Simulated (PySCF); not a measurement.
## Polarisability and C₆ of Co²⁺ (cobalt, charge +2)

[Ar] 3d7, high-spin 4F determinant. All numbers are calculated (PySCF 2.14, the spin-free X2C one-electron Hamiltonian (Gaussian nucleus), in x2c-QZVPPall with one added diffuse shell each of s, p, d, f, g type (12s8p6d5f3g, 128 functions)). Coupled (time-dependent) response in atomic units; α is the mean over directions.

| method | mean α (bohr³) | C₆ (like pair) | S(−4) |
| --- | --- | --- | --- |
| PBE0 | 3.482 | 9.881 | 6.533 |

S(−4) is the Cauchy moment in α(ω) = α(0) + S(−4) ω² + …

α(iu) at PBE0:

```
u (hartree)  α(iu) (bohr³)
          0          3.482
     0.0500          3.466
      0.100          3.419
      0.200          3.252
      0.300          3.029
      0.500          2.570
      0.750          2.106
       1.00          1.763
       1.50          1.301
       2.00          1.005
       3.00         0.6505
       5.00         0.3346
```

A single London oscillator, α(iu) = α/(1 + u²/ω²), gives C₆ = (3/4) ω α². Matching the computed C₆ needs ω = 4 × 9.881 / (3 × 3.482²) = 1.09 hartree.

For an ion, C₆ is the dispersion term alone; charge-induced terms of lower order in 1/R come first.
